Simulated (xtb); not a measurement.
C₅H₁₃AlO, charge -1, doublet, at a GFN2-xTB geometry (such geometries of metal compounds can be far from the true shape) (a state made from the parent by changing its charge; the spin is typed, not shown lowest). Base run: GFN0-xTB run with xtb.

Input for xtb:
```
$ xtb mol.xyz --gfn 0 --chrg -1 --uhf 1 --json

# file mol.xyz
20

Al     0.58834511     0.29931214     1.32847606
C     -1.02517154    -0.53612887     2.43282293
H     -0.95224957    -1.63137692     2.51446985
H     -2.04579449    -0.33387629     2.07393030
H     -0.99560265    -0.16286537     3.46577667
C      0.04423763     2.35411300     1.27003529
H      0.75134853     2.95558349     0.67858421
H      0.07968467     2.77409540     2.28465898
H     -0.95433059     2.60460067     0.88058701
O      0.61174092    -0.35267989    -0.27231583
C      0.41434624    -0.78817735    -1.55729046
C      0.18017906     0.39365260    -2.50951960
C     -0.77103888    -1.76123497    -1.63384764
H      1.32169060    -1.32984403    -1.90455739
H     -0.70685159     0.93334132    -2.18757390
H      0.05203781     0.05361742    -3.53849734
H      1.02781169     1.07285313    -2.45669354
H     -0.59609820    -2.59544404    -0.95865860
H     -1.67068822    -1.24503144    -1.30832808
H     -0.90868691    -2.13861870    -2.64856336
```

Each row names what was changed in the base input (with any setting that the change needs).

```csv
change,ΔE vs base (mEh)
base,0.000
etemp = 1000,0.000
acc = 30,0.000
etemp = 5000,-2.689
acc = 0.1,0.000
```
